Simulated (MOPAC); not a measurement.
MOPAC input (MNDO):

```
MNDO PRECISE GNORM=0.05 LET XYZ CHARGE=-1 GEO-OK AUX(PRECISION=9) THREADS=1
CHO3

O     1.14207600 1   -0.57711700 1    0.03962100 1
C    -0.16899700 1    0.04002200 1   -0.00836400 1
O    -0.13209200 1    1.28601200 1    0.06261500 1
O    -1.09820300 1   -0.76284600 1   -0.11072700 1
H     1.71973000 1    0.19147500 1    0.11810800 1
```

Output:

```
 *******************************************************************************
 **                                                                           **
 **                              MOPAC v23.2.5                                **
 **                                                                           **
 *******************************************************************************
 ** MOPAC's Digital Object Identifier: https://doi.org/10.5281/zenodo.6511958 **
 **                                                                           **
 ** Please cite the open-source release paper for use of this MOPAC version:  **
 ** J. E. Moussa and J. J. P. Stewart (2026)                                  **
 ** MOPAC: An open-source semiempirical molecular orbital program             **
 ** J. Open Source Softw., 11(119), 8025, https://doi.org/10.21105/joss.08025 **
 *******************************************************************************

                              MNDO CALCULATION RESULTS

 *******************************************************************************
 *  MNDO       - The MNDO Hamiltonian to be used
 *  GEO-OK     - OVERRIDE INTERATOMIC DISTANCE AND OTHER SAFETY CHECKS
 *
 *
 *
 *                 CHARGE ON SYSTEM = -1
 *
 *
 *
 *  LET        - OVERRIDE SOME SAFETY CHECKS
 *  PRECISE    - TIGHTER CRITERIA TO BE USED
 *  XYZ        - CARTESIAN COORDINATE SYSTEM TO BE USED
 *  GNORM      - EXIT WHEN GRADIENT NORM DROPS BELOW 0.050
 *  AUX        - OUTPUT AUXILIARY INFORMATION
 *******************************************************************************
MNDO PRECISE GNORM=0.05 LET XYZ CHARGE=-1 GEO-OK AUX(PRECISION=9) THREADS=1
 CHO3

   ATOM   CHEMICAL          X               Y               Z
  NUMBER   SYMBOL      (ANGSTROMS)     (ANGSTROMS)     (ANGSTROMS)

     1       O          1.14207600  *  -0.57711700  *   0.03962100  *
     2       C         -0.16899700  *   0.04002200  *  -0.00836400  *
     3       O         -0.13209200  *   1.28601200  *   0.06261500  *
     4       O         -1.09820300  *  -0.76284600  *  -0.11072700  *
     5       H          1.71973000  *   0.19147500  *   0.11810800  *

          CARTESIAN COORDINATES

    NO.       ATOM           X           Y           Z

     1         O          1.1421     -0.5771      0.0396
     2         C         -0.1690      0.0400     -0.0084
     3         O         -0.1321      1.2860      0.0626
     4         O         -1.0982     -0.7628     -0.1107
     5         H          1.7197      0.1915      0.1181

  H: (MNDO): M.J.S. DEWAR, W. THIEL, J. AM. CHEM. SOC., 99, 4899, (1977)
  C: (MNDO): M.J.S. DEWAR, W. THIEL, J. AM. CHEM. SOC., 99, 4899, (1977)
  O: (MNDO): M.J.S. DEWAR, W. THIEL, J. AM. CHEM. SOC., 99, 4899, (1977)

           Empirical Formula: C H O3  =     5 atoms

      MOLECULAR POINT GROUP   :   Cs

      RHF CALCULATION, NO. OF DOUBLY OCCUPIED LEVELS = 12

          Geometry optimization using EF

          DIAGONAL MATRIX USED AS START HESSIAN

 CYCLE:     1  GRAD.:   110.211 HEAT: -162.9879
 CYCLE:     2  GRAD.:   520.176 HEAT: -130.1957
 CYCLE:     3  GRAD.:   191.429 HEAT: -160.4549
 CYCLE:     4  GRAD.:   362.532 HEAT: -144.7990
 CYCLE:     5  GRAD.:   656.435 HEAT: -111.1074
 CYCLE:     6  GRAD.:   305.584 HEAT: -141.8076
 CYCLE:     7  GRAD.:   248.099 HEAT: -160.2321
 CYCLE:     8  GRAD.:   154.780 HEAT: -160.7326
 CYCLE:     9  GRAD.:   247.282 HEAT: -158.2676
 CYCLE:    10  GRAD.:    24.339 HEAT: -167.2105
 CYCLE:    11  GRAD.:    15.882 HEAT: -167.1924
 CYCLE:    12  GRAD.:     5.421 HEAT: -167.3203
 CYCLE:    13  GRAD.:     2.871 HEAT: -167.3245
 CYCLE:    14  GRAD.:     0.739 HEAT: -167.3302
 CYCLE:    15  GRAD.:     0.244 HEAT: -167.3303
 CYCLE:    16  GRAD.:     0.005 HEAT: -167.3303

     GRADIENT =  0.00455 IS LESS THAN CUTOFF =  0.05000

 -------------------------------------------------------------------------------
 MNDO PRECISE GNORM=0.05 LET XYZ CHARGE=-1 GEO-OK AUX(PRECISION=9) THREADS=1
 CHO3

     GEOMETRY OPTIMISED USING EIGENVECTOR FOLLOWING (EF).
     SCF FIELD WAS ACHIEVED

                              MNDO CALCULATION
                                                       MOPAC v23.2.5 Linux

          FINAL HEAT OF FORMATION =       -167.33031 KCAL/MOL =    -700.11001 KJ/MOL

          COSMO AREA              =         79.93 SQUARE ANGSTROMS
          COSMO VOLUME            =         60.92 CUBIC ANGSTROMS

          GRADIENT NORM           =          0.00455          =       0.00204 PER ATOM
          IONIZATION POTENTIAL    =          4.244590 EV
          HOMO LUMO ENERGIES (EV) =         -4.245  8.469
          NO. OF FILLED LEVELS    =         12
          MOLECULAR WEIGHT        =         61.0171         POINT GROUP:  Cs

          MOLECULAR DIMENSIONS (Angstroms)

            Atom       Atom       Distance
            H     5    O     4     3.04456
            O     3    O     1     2.14197
            O     4    O     1     0.00000

          SCF CALCULATIONS        =         17

   ATOM   CHEMICAL          X               Y               Z
  NUMBER   SYMBOL      (ANGSTROMS)     (ANGSTROMS)     (ANGSTROMS)

     1       O          1.12035798  *  -0.55859533  *   0.03928337  *
     2       C         -0.14298707  *   0.04070805  *  -0.00669928  *
     3       O         -0.15954054  *   1.30092422  *   0.06172012  *
     4       O         -1.09698364  *  -0.76675057  *  -0.11086595  *
     5       H          1.82097376  *   0.07145542  *   0.11782545  *

                             CARTESIAN COORDINATES

   1    O        1.120357978    -0.558595327     0.039283368
   2    C       -0.142987068     0.040708054    -0.006699275
   3    O       -0.159540540     1.300924220     0.061720119
   4    O       -1.096983642    -0.766750570    -0.110865952
   5    H        1.820973759     0.071455420     0.117825451

           Empirical Formula: C H O3  =     5 atoms

      MOLECULAR POINT GROUP   :   Cs

                  EIGENVALUES
 -38.26713 -32.80080 -31.48395 -15.93305 -11.97675 -10.31143  -9.46754  -8.61367
  -6.39760  -4.89448  -4.66241  -4.24459   8.46880   9.89369  11.71666  13.47825
  14.99410

              NET ATOMIC CHARGES AND DIPOLE CONTRIBUTIONS

  ATOM NO.   TYPE          CHARGE      No. of ELECS.   s-Pop       p-Pop
    1          O          -0.389028        6.3890     1.82091     4.56812
    2          C           0.451513        3.5485     1.19107     2.35742
    3          O          -0.637260        6.6373     1.89707     4.74019
    4          O          -0.579588        6.5796     1.89392     4.68567
    5          H           0.154363        0.8456     0.84564
 DIPOLE           X         Y         Z       TOTAL
 POINT-CHG.     2.327    -0.649     0.110     2.418
 HYBRID         0.674     0.479     0.069     0.830
 SUM            3.000    -0.170     0.178     3.011

          ATOMIC ORBITAL ELECTRON POPULATIONS

     Atom    s        px        py        pz
    1  O   1.82091   1.17396   1.46613   1.92803
    2  C   1.19107   0.77878   0.82975   0.74889
    3  O   1.89707   1.90907   1.15405   1.67707
    4  O   1.89392   1.44189   1.60626   1.63751
    5  H   0.84564

 **********************
 *                    *
 * JOB ENDED NORMALLY *
 *                    *
 **********************

 == MOPAC DONE ==
```

The dipole moment of an ion depends on the origin.

The geometry given is a B3LYP-D3(BJ)/def2-TZVP minimum.
